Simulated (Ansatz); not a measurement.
`[Br][SnH]([Br])[Br]`. Total charge 0; spin multiplicity 1. Sn takes the def2 core potential. All single points use the PBE0-D4/def2-TZVP geometry.

```xyz
5

Br    1.042   -2.144    0.232
Sn    0.036    0.093    0.154
Br    0.933    1.265   -1.807
Br   -2.384   -0.169   -0.155
H     0.372    0.955    1.576
```

(1) What is the dipole moment at B3LYP/def2-TZVPP? (Estimate.)

(2) And with PBE, r2SCAN, ωB97M-V? (An estimate is asked.)

(3) Give the Mulliken charges with B3LYP, PBE, ωB97M-V in def2-TZVPP. (An estimate is asked.)

Results:

(1) The calculation gave: 1.57 D, with components (0.31, 0.80, 1.31) D in this frame, pointing from negative to positive charge.

(2) Computed: PBE 1.48 D, r2SCAN 1.59 D, ωB97M-V 1.63 D.

(3) Computed: 
| atom | B3LYP | PBE | ωB97M-V |
| --- | --- | --- | --- |
| Br1 | -0.29 | -0.27 | -0.26 |
| Sn2 | 0.94 | 0.88 | 0.80 |
| Br3 | -0.29 | -0.27 | -0.26 |
| Br4 | -0.29 | -0.27 | -0.26 |
| H5 | -0.07 | -0.07 | -0.03 |

B3LYP here is the variant with VWN-RPA as its local correlation; programs differ in this.
